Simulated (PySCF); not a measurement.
C6H12O.
Cartesian coordinates in Å at the PBE0-D3(BJ)/def2-SVP level; atoms count from 1:
```xyz
19
C6H12O angstrom
O      2.4467    1.0005    0.1476
C      1.1673    0.4826    0.4150
C      0.0576    1.3773   -0.1290
C     -1.3280    0.8206    0.1828
C     -1.4809   -0.6097   -0.3246
C     -0.3766   -1.5103    0.2207
C      1.0057   -0.9463   -0.0925
H      2.5516    1.0306   -0.8100
H      1.0875    0.4675    1.5173
H      0.1842    1.4526   -1.2266
H      0.1834    2.3948    0.2735
H     -1.4840    0.8347    1.2768
H     -2.1072    1.4706   -0.2465
H     -2.4720   -1.0091   -0.0552
H     -1.4353   -0.6099   -1.4291
H     -0.4905   -1.5996    1.3164
H     -0.4731   -2.5311   -0.1824
H      1.1598   -0.9419   -1.1893
H      1.8037   -1.5739    0.3349
```

Level of theory: PBE0-D3(BJ)/def2-SVP geometry optimisation, gas phase (PySCF).

Masses are those of the commonest isotopes; rigid-rotor values at the optimised geometry. The values belong to one conformer with, in the numbering `[OH:1][CH:2]1[CH2:3][CH2:4][CH2:5][CH2:6][CH2:7]1`, H–O1–C2–C3 -63°, O1–C2–C3–C4 -179°, C2–C3–C4–C5 -55°, C3–C4–C5–C6 55°, C4–C5–C6–C7 -55°.

Give the principal moments of inertia and the rotational constants in MHz.

Ia = 117.19, Ib = 226.43, Ic = 311.98 u·Å²; 505379 MHz·u·Å²/I gives A = 4313, B = 2232, C = 1620 MHz.

Classify the top.

An asymmetric top. Ray's parameter κ = (2B − A − C)/(A − C) = -0.545; −1 is the prolate and +1 the oblate limit.

Is it planar, by Δ = Ic − Ia − Ib?

Not planar: Δ = Ic − Ia − Ib = -31.64 u·Å². For a rigid frame Δ = −2 Σ m c², so Σ m c² = 15.82 u·Å² lies off the ab plane: 11.87 from hydrogen and 3.94 from heavier atoms. The atom farthest from that plane is 1.42 Å away.

Give the other two planar moments, Paa and Pbb, and the rms extents of the mass along the axes.

Paa = Σ m a² = (Ib + Ic − Ia)/2 = 210.61 and Pbb = Σ m b² = (Ia + Ic − Ib)/2 = 101.37 u·Å². With the mass M = 100.09 u, the rms extents √(P/M) along a, b and c are 1.45, 1.01, 0.40 Å.

Where do the levels up to J = 3 lie, in MHz?

Above 0(0,0):
J = 1: 1(0,1) 3852, 1(1,1) 5932, 1(1,0) 6545
J = 2: 2(0,2) 11439, 2(1,2) 13024, 2(1,1) 14860, 2(2,1) 21102, 2(2,0) 21218
J = 3: 3(0,3) 22555, 3(1,3) 23595, 3(1,2) 27253, 3(2,2) 32658, 3(2,1) 33214, 3(3,1) 44658, 3(3,0) 44672
Those of J = 1 are B + C, A + C and A + B.

Which types of transition are allowed, and where do some lines up to J = 2 fall?

The dipole components are |μa| = 1.30 D, |μb| = 0.00 D, |μc| = 1.00 D; the mirror of this Cs structure is the ac plane, so μb vanishes by symmetry and there are no b-type lines. The squared components, which scale the intensities, stand as 1.00 : 0.59 (a : c). Some lines, for components of 0.1 D or more:

| type | branch | J(Ka,Kc) | MHz | lower level (cm⁻¹) |
| --- | --- | --- | --- | --- |
| a | Q | 1(1,0) ← 1(1,1) | 612 | 0.198 |
| c | Q | 2(1,2) ← 2(0,2) | 1585 | 0.382 |
| a | Q | 2(1,1) ← 2(1,2) | 1836 | 0.434 |
| c | Q | 1(1,1) ← 1(0,1) | 2081 | 0.128 |
| a | R | 1(0,1) ← 0(0,0) | 3852 | 0.000 |
| c | Q | 2(2,1) ← 2(1,1) | 6242 | 0.496 |
| c | R | 1(1,0) ← 0(0,0) | 6545 | 0.000 |
| a | R | 2(1,2) ← 1(1,1) | 7092 | 0.198 |
| a | R | 2(0,2) ← 1(0,1) | 7587 | 0.128 |
| a | R | 2(1,1) ← 1(1,0) | 8316 | 0.218 |
| c | R | 2(1,1) ← 1(0,1) | 11008 | 0.128 |
| c | R | 2(2,1) ← 1(1,1) | 15170 | 0.198 |

Estimate the classical rotational partition function at 50 K, 200 K and 298.15 K.

Point group Cs, symmetry number σ = 1; q = (√π/σ)·√((kT/h)³/(ABC)), k/h = 20836.6 MHz/K: 15100 at 50 K, 121000 at 200 K, 220000 at 298.15 K.

Whether it is a minimum is left open (no frequencies). Zero-point vibration and centrifugal distortion are left out.
